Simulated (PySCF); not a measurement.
# Computed structure and properties of NdCl2

System: NdCl2 (singlet in the valence; each metal's 4f electrons, 4 of them, lie in its core potential, out of spins and levels); start: template (C2v). Method: PySCF 2.14.0, RKS PBE0, Nd lcecp-0-SVP with ECP50, Cl def2-SVP; non-relativistic Hamiltonian with scalar-relativistic core potentials where named; density fitting; no spin-orbit coupling.

Input of the relaxation:

```python
mol = gto.M(atom='''
Nd     0.00000     0.00000    -0.38157
Cl     2.58270    -0.00000     0.77423
Cl    -2.58270     0.00000     0.77423''',
    basis={'Nd': 'lcecp-0-SVP', 'Cl': 'def2-SVP'},
    ecp={'Nd': 'lcecp-0-SVP'},
    charge=0, spin=0)
mf = dft.RKS(mol, xc='PBE0')
mf.grids.atom_grid = (50, 194)  # f atoms: unpruned, at least (60, 302)
mf = mf.density_fit()  # fitting sets: Nd AutoAux, Cl def2-universal-JKFIT
mf.conv_tol = 1e-08; mf.max_cycle = 55
mf.kernel(dm0)  # dm0: converged density of the start geometry
# quasi-Newton relaxation in Cartesian coordinates to a largest gradient under 0.00045 Eh/bohr, steps kept in the point group
```

Run from Python with OMP_NUM_THREADS=2; the lines above give its settings. Where DIIS fails, smearing, a level shift and second-order steps follow.
It took 8.7 s on 2 threads of AMD EPYC 9R45 96-Core Processor (Zen 5), on a shared host, from the converged density of the start.

Course of the relaxation:

```
step  energy above end (eV)  largest force component within the symmetry (eV/Å)
   0                 0.2417                                               1.112
   1                 0.0710                                               0.672
   2                 0.0063                                               0.219
   3                 0.0007                                               0.039
   4                 0.0004                                               0.011
   5                 0.0002                                               0.020
   6                 0.0000                                               0.016
   7                 0.0000                                               0.004
```

Relaxed geometry (C2v):

```xyz
3

Nd    0.0000    0.0000   -0.3228
Cl    2.4299    0.0000    0.7448
Cl   -2.4299    0.0000    0.7448
```

```tsv
contact	Å
Nd1–Cl2 (Cl)	2.654
Nd1–Cl3 (Cl)	2.654
```

On the finer grid (75, 302):

| Property | Result |
| --- | --- |
| HOMO | not given (4f levels lie in the core) |
| LUMO | not given (4f levels lie in the core) |
| Dipole about the centre of mass | 6.24 D |
| Set of Mulliken populations of Nd1 outside the core potential | s 2.15, p 6.17, d 0.81, f 0.02 |
| D3(BJ) dispersion energy (not in the energies) | -0.063 eV |

| atom | Mulliken (e) | Löwdin (e) | spin (e) |
| --- | --- | --- | --- |
| Nd1 | 0.86 | 0.44 | 0.00 |
| Cl2 | -0.43 | -0.22 | 0.00 |
| Cl3 | -0.43 | -0.22 | 0.00 |

The 4f levels lie in the core potential and are missing. Their spin isn't counted.

On the grid (50, 194), as all that follows. Harmonic modes: a minimum within the noise of the softest modes; lowest 45 cm⁻¹ (negative: unstable), highest 304 cm⁻¹, zero-point energy 0.039 eV.

Taking off one Cl (charge -1, singlet; the rest: singlet) in vacuum, both parts rigid, costs 7.88 eV; the small basis without counterpoise inflates it. Most of it is the attraction of opposite charges; other ways to part are cheaper, and one spin state was tried for the rest.

Rigid scan of Cl along the line from its metal:

distance to Cl2 (Å), energy (eV) and a bar:
```
     2.35      0.590 #######
     2.45      0.231 ###
     2.55      0.051 #
     2.65      0.000 
     2.75      0.040 
     2.85      0.141 ##
     3.05      0.456 #####
     3.35      1.039 ############
     3.75      1.814 #####################
     4.25      2.648 ##############################
```

One start shape was tried, so this needn't be the lowest isomer.

An lcecp potential fixes the number of 4f electrons, so in runs with it no electron can move into or out of that shell; real Nd(II) is rare or takes another configuration.
